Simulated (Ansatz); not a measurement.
Calculated with Ansatz (gas phase, PBE0-D4/def2-TZVP geometries, no zero-point term in ΔE). CCSD(T)/CBS is the MP2 limit (def2-TZVPP, def2-QZVPP) plus CCSD(T) − MP2 in def2-TZVPP, frozen cores. This one scheme is used for every species. Functionals use def2-TZVPP. B3LYP here is the variant with VWN-RPA as its local correlation; programs differ in this. One conformer a species, not always the lowest.

`BCB(B)F` + CH₄ → `BCB(C)F` + BH₃  (formal exchange of groups at a B–B bond)

`BCB(B)F`:

Cartesian coordinates in Å:
```
B -1.759 -0.299 0.212
C -0.560 -0.252 -0.766
B 0.558 0.663 -0.126
B 1.932 0.016 0.590
F 0.370 1.984 -0.179
H -1.864 -1.189 1.006
H -2.570 0.580 0.220
H -0.832 0.260 -1.697
H -0.147 -1.244 -0.967
H 1.940 -0.323 1.740
H 2.932 -0.196 -0.034
```

CH₄:

```xyz
5

C     0.000    0.000    0.000
H    -0.102    1.034   -0.330
H    -0.748   -0.616   -0.499
H    -0.147   -0.053    1.078
H     0.996   -0.364   -0.249
```

`BCB(C)F`:

```xyz
12

B    -0.617   -1.687   -0.403
C    -1.069   -0.209   -0.412
B     0.225    0.687   -0.413
C     1.079    1.028    0.847
F     0.608    1.204   -1.583
H    -0.653   -2.355   -1.396
H    -0.175   -2.176    0.598
H    -1.563    0.014    0.542
H    -1.700    0.049   -1.265
H     0.906    0.352    1.685
H     2.147    1.056    0.617
H     0.812    2.039    1.182
```

BH₃:

Z-matrix (Å, degrees):
```
B
H 1 1.193
H 1 1.193 2 120.0
H 1 1.193 2 120.0 3 180.0
```

```
        level  ΔE (kcal/mol)
      PBE0-D4           -5.0
      ωB97M-V           -6.9
        B3LYP           -4.9
HF/def2-QZVPP           -7.3
```

(1) What does CCSD(T)/CBS give? (An estimate is asked.)

Largest T1 diagnostic among the species: 0.013.

## Answers

(1) Computed: -6.2 kcal/mol. The listed levels differ from it by 1.2, -0.7, 1.3, -1.1 kcal/mol.

From PBE to PBE0 (25 % exact exchange), in def2-TZVPP and without D4, ΔE moves by −1.3 kcal/mol.
